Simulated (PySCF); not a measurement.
# How methods differ on the excitation energy of Sr

Sr [Kr] 5s2 (1S) → Sr [Kr] 4d2 (3F), as a difference of total energies. Computed with PySCF 2.14 in aug-cc-pwCVTZ-X2C with one added diffuse shell each of s, p, d, f type (11s10p8d4f, 109 functions), with scalar relativity by spin-free X2C-1e. Correlated levels: valence: [Kr] frozen. The calculations carry no spin-orbit coupling.

```json
{"method": "UHF", "excitation energy (cm⁻¹)": "35311"}
{"method": "MP2 (valence)", "excitation energy (cm⁻¹)": "38359"}
{"method": "SCS-MP2 (valence)", "excitation energy (cm⁻¹)": "39928"}
{"method": "CCSD (valence)", "excitation energy (cm⁻¹)": "38895"}
```

A first-order spin-orbit estimate (lowest level to lowest level, LS coupling) adds -0.020 eV.

With two correlated electrons CCSD is exact in that space.
